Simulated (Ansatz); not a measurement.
```yaml
crystal:
  periodic: [false, false, false]
  atoms:
    - {symbol: Al, position_ang: [-0.000382, 0.000304, 0.000106]}
    - {symbol: Br, position_ang: [-0.019980, -0.010768, 2.605364]}
    - {symbol: Br, position_ang: [0.020257, 0.010624, -2.605077]}
    - {symbol: Br, position_ang: [2.604835, 0.005604, 0.019968]}
    - {symbol: Br, position_ang: [-2.604964, -0.005954, -0.020230]}
    - {symbol: Br, position_ang: [-0.005652, 2.604251, 0.010660]}
    - {symbol: Br, position_ang: [0.005886, -2.604060, -0.010801]}
basis:
  gaussian: {orbitals: def2-TZVPD}
total_charge: -3
magnetization: {spin_polarized: true, initial_magnetization: 2}
hamiltonian: {xc: pbe0, dispersion: d4}
scf: {omitted_lower_state_checks: [starts]}
output: {orbitals: {seedname: orbitals}}
```

```sh
$ ansatz run in.yaml --threads 4 --pin off --events-out ev --progress --plain --max-ram 4787MiB
```

(1) Does this run fit into the memory that it is given?

Results:

(1) No. It has 385 basis functions, and Ansatz plans for 8 GiB where 5 GiB are given.
